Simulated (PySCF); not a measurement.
**Unknown compound**

The spectra below were simulated for a compound C$_{5}$H$_{4}$F$_{4}$O$_{2}$.

1H NMR (300 MHz, computed): δ 5.47 (m, 1H), 5.30 (m, 1H), 5.28 (m, 1H), 4.66 (dqd, J = 54.6, 7.3, 1.6 Hz, 1H).

13C{1H} NMR (computed): δ 201.1 (C, d, J = 7.0 Hz), 126.6 (C, qd, J = 349.4, 23.5 Hz), 101.7 (CH, d, J = 23.2 Hz), 94.1 (CH2), 90.0 (CH, dq, J = 244.5, 35.7 Hz).

One computed conformer, relativity neglected, rapidly exchanging positions averaged, isolated molecule. GIAO PBE0/pcSseg-1 shieldings; structure optimised with PBE0-D3(BJ)/def2-SVP; couplings computed with B3LYP/pcJ-1 (spin–dipole term only in couplings to heteroatoms); PySCF 2.14.0 with density-fitted response routines.

References, each an isolated molecule treated in the same way: 1H and 13C against TMS.

Q: Propose a structure and justify it.

A: 
The formula gives 2 degrees of unsaturation (1 ring in the answer). 5 carbon signals for 5 carbons: no two carbons are equivalent. Carbon types of the structure: 2 × C, 2 × CH, 1 × CH2, which accounts for all hydrogens. δC 201.1: ketone carbonyl carbon; the double bond to the heteroatom, with no lone-pair donor beside it, deshields it most. δC 126.6: CF3 carbon; 3 electronegative neighbours deshield it. δC 101.7: sp3 CH bonded to O, α to a carbonyl; pulled downfield by the heteroatom. δC 94.1: sp3 CH2 bonded to O, α to a carbonyl; deshielded by the electronegative neighbour. δC 90.0: sp3 CH bonded to F; the inductive effect lowers its shielding. δH 5.30: hydrogen on an sp3 CH bonded to O, α to a carbonyl; its carbon carries O, hence the downfield position. δH 4.66: hydrogen on an sp3 CH bonded to F; its carbon carries F, which withdraws density.

These data were computed for SMILES O=C1CO[C@@H]1[C@H](F)C(F)(F)F.

The data come from this structure; uniqueness wasn't tested.

C–F couplings over four or more bonds (about 3 Hz to the para carbon of a fluoroarene) are left out. Common functionals overestimate the size of one-bond C–F couplings by tens of Hz; these are unscaled. Splittings below 1 Hz are ignored in the labels, and close J values are merged. Unscaled 3J(H,H) at this level run about 10 % above measured values. Shifts are as computed. Against solution values, carbons near 30 ppm lie about +2 ppm off and those near 130 ppm about +5 ppm. Of 1313 compounds with measured shifts, 239 miss one by over three times the rms of a fit or turn the order of signals round; such compounds aren't used in these exercises. 3J across rotatable bonds or in flexible rings reflects this conformer alone.
